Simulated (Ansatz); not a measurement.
System: H$_{5}$S, charge 0, multiplicity 2. SMILES: [H][S@OH20]([H])([H])([H])[H]
Geometry: optimised at B3LYP-D3(BJ)/def2-TZVP (Ansatz, a first-principles code).

Computed values are from Ansatz. Cores are frozen in the correlated levels unless marked. Open shells are spin-unrestricted. Spin-orbit coupling is left out. Non-relativistic. Basis-set limits of correlation are two-point, X^-3; Hartree-Fock from the larger set.

The atomisation energy De is 959.8 kJ/mol at CCSD(T)/CBS(cc-pV(T+d)Z,cc-pV(Q+d)Z) and the total energy is -400.5406 Eh at CCSD(T)/CBS(cc-pV(T+d)Z,cc-pV(Q+d)Z). The dipole moment is 0.55 D at CCSD(T)/aug-cc-pV(D+d)Z and the T1 diagnostic is 0.017 at CCSD/def2-QZVPP.
